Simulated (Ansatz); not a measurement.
A nudged elastic band was laid between two geometries of H4InNS2 (8 atoms, charge 0, multiplicity 1).

Theory: RKS CAM-B3LYP-D4/def2-SVP (Ansatz 0.2.0).

```json
{
 "movable images": "7",
 "climbing image": "from the first iteration",
 "spring": "5.0 eV/Å²",
 "optimiser": "lbfgs",
 "start path": "IDPP",
 "force threshold": "0.03 eV/Å",
 "iteration limit": "60",
 "end points": "relaxed"
}
```

Initial state:

```xyz
8
Properties=species:S:1:pos:R:3
N -0.960 1.724 -0.384
In 0.002 0.009 0.020
S 2.388 -0.060 -0.213
S -1.256 -1.860 0.844
H -1.967 1.737 -0.505
H -0.523 2.440 -0.954
H 2.489 -1.353 0.155
H -0.171 -2.637 1.037
```

Final state:

```xyz
8
Properties=species:S:1:pos:R:3
N -1.005 1.586 -0.746
In -0.006 -0.001 -0.024
S 2.385 -0.068 -0.204
S -1.241 -1.858 0.860
H -1.962 1.758 -0.454
H -0.518 2.462 -0.906
H 2.482 -1.324 0.279
H -0.136 -2.557 1.195
```

**Question.** Which bonds break or form, and what moves?

**Answer.** No bond is made or broken. The height of N1 over the plane of its neighbours goes from -0.20 to 0.22 Å. The two ends are copies of one structure, up to a mirror image or an exchange of like atoms. The height can change sign by an inversion or by a turn that exchanges like atoms.

**Question.** Give the energies along the band, and the barrier.

**Answer.** The run converged. The highest image is number 4 of 0 to 8, 0.004 eV above the ends, which have the same energy within 2 meV. The top lies less than 8 meV above the higher end, about what the thresholds resolve: the motion is nearly free. Another band between the same ends (7 images) ends at a top of the same energy, where a vibrational analysis finds 1 clearly imaginary mode.

| image | path coordinate (Å) | energy (eV) | height of N1 over the plane of its neighbours (Å) |
| --- | --- | --- | --- |
| 0 | 0.00 | 0.000 | -0.20 |
| 1 | 0.05 | 0.001 | -0.15 |
| 2 | 0.10 | 0.003 | -0.10 |
| 3 | 0.15 | 0.004 | -0.04 |
| 4 | 0.20 | 0.004 | 0.01 |
| 5 | 0.25 | 0.004 | 0.06 |
| 6 | 0.30 | 0.002 | 0.12 |
| 7 | 0.35 | 0.001 | 0.17 |
| 8 | 0.41 | 0.000 | 0.22 |

**Question.** What is the geometry of the highest image?

**Answer.** 
```xyz
8
Properties=species:S:1:pos:R:3
N -0.976 1.642 -0.566
In 0.003 -0.004 0.001
S 2.391 -0.063 -0.206
S -1.250 -1.861 0.857
H -1.979 1.757 -0.489
H -0.525 2.466 -0.942
H 2.488 -1.338 0.223
H -0.152 -2.598 1.122
```

The run took 120 s on 2 threads of Intel(R) Xeon(R) 6975P-C (Granite Rapids), with other jobs on the host, peak memory 0.29 GiB.
